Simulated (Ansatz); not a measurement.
Isomers of Al₂Te₄⁻ (doublet), relaxed with PBE-D4/def2-SVPD; total energies from Ansatz at PBE0-D4/def2-SVP.

```csv
isomer,description,energy (Eh)
A,point group D2h; 6 × Al–Te 2.48 to 2.59 Å,-1556.96422
B,point group Cs; 5 × Al–Te 2.45 to 2.61 Å; 1 × Te–Te 2.84 Å,-1556.92558
C,point group not assigned; 6 × Al–Te 2.44 to 2.83 Å; 1 × Te–Te 2.90 Å,-1556.92654
D,point group Cs; 7 × Al–Te 2.44 to 2.87 Å; 1 × Te–Te 2.83 Å,-1556.92459
```

In the def2 sets Te takes a core potential; there is no spin–orbit coupling.

The isomers come from a short search, and lower ones may exist.

Q: Work out the relative energies (1 Eh = 2625.5 kJ/mol) and the Boltzmann populations at 1200 K from electronic energies alone (R = 8.314 J/mol/K).

A: ΔE: A 0.0, B 101.4, C 98.9, D 104.0 kJ/mol. RT = 9.98 kJ/mol. Factors exp(−ΔE/RT): A 1, B 3.87e-05, C 4.97e-05, D 2.98e-05; sum 1.000. Populations: A 100.0 %, B 0.0 %, C 0.0 %, D 0.0 %. Zero-point energy, vibrational entropy and symmetry numbers are left out and can shift these; an error of 4 kJ/mol changes a ratio by a factor of 1.5. Over the other density-functional and correlated levels in def2 sets, the gap between A and C ranges from 84 to 130 kJ/mol.
